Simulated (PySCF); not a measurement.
**Electron correlation in Mn²⁺ (manganese, charge +2)**

[Ar] 3d4 4p1, one real determinant (an excited configuration). All numbers are calculated (PySCF 2.14, scalar relativity by spin-free X2C-1e, in x2c-QZVPPall). Frozen: [Ne]; 13 electrons correlated.

MP2 pair energies summed by pair of shells (mhartree):

| pair | energy | share (%) |
| --- | --- | --- |
| 3p-3d | -141.83 | 39.5 |
| 3p-3p | -89.69 | 25.0 |
| 3d-3d | -41.36 | 11.5 |
| 3s-3p | -33.94 | 9.4 |
| 3s-3d | -27.00 | 7.5 |
| 3p-4p | -10.71 | 3.0 |
| 3d-4p | -8.52 | 2.4 |
| 3s-3s | -5.59 | 1.6 |
| 3s-4p | -0.79 | 0.2 |

Total MP2 correlation energy: -359.43 mhartree.

Same-spin part -122.12 and opposite-spin part -237.31 mhartree; SCS-MP2 scales them by 1/3 and 6/5 to -325.48 mhartree.

The reference is one real determinant that mixes LS terms of this configuration.

This basis was not built for core-valence correlation, so the inner-shell part is incomplete.
